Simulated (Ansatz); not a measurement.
Reaction (redistribution): `C=C[SiH]([SiH3])[SiH3]` + `CO[SiH](O)Cl` → `[SiH3][SiH2][SiH3]` + `C=C[Si](O)(Cl)OC`

Isolated molecules relaxed with PBE0-D4/def2-TZVP in Ansatz; ΔE leaves out vibrations. CCSD(T)/CBS is the MP2 limit (def2-TZVPP, def2-QZVPP) plus CCSD(T) − MP2 in def2-TZVPP, frozen cores. DFT in def2-TZVPP. One conformer a species, not always the lowest.

```tsv
level	ΔE (kJ/mol)
ωB97M-V	-16.7
HF/def2-TZVPP	-13.7
SCS-MP2/def2-TZVPP	-12.3
CCSD/def2-TZVPP	-15.4
```

Problem. What does CCSD(T)/CBS give? (Best estimate.)

Solution. The calculation gave: -14.2 kJ/mol. The listed levels differ from it by -2.5, 0.5, 1.9, -1.2 kJ/mol.

Largest T1 diagnostic among the species: 0.013.
